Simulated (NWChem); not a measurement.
System: C2H6BF; SMILES CB(C)F

All runs: NWChem. The geometry was optimised at B3LYP/6-31G* (spherical d). LC-ωPBE (HJS hole) with def2-SVP; x = 1 − exp(−ω/0.25 bohr⁻¹) is a scale chosen for this fit.

```
row           x  −ε(HOMO) (eV)
--------  -----  -------------
ω = 0.15  0.451           9.18
ω = 0.35  0.753          11.12
ω = 0.40  0.798          11.44
ω = 0.60  0.909       withheld
ω = 0.80  0.959          12.81
```

Question: Fit a straight line of the last column on the one before it, predict the withheld value, and compare with the run.

Answer: 
1. Means of the 4 shown rows: x = 0.7402, y = 11.137. Slope Σ(x − x̄)(y − ȳ)/Σ(x − x̄)² = 0.9493/0.1350 = 7.031; intercept 5.933.
2. The shown rows scatter about the line by 0.107 (root mean square); the largest residual is +0.13, at ω = 0.80.
3. At x = 0.909 (ω = 0.60; inside the shown range) the line gives 12.32.
4. The run gives 12.35, +0.03 from the line, 0.3 times the scatter.
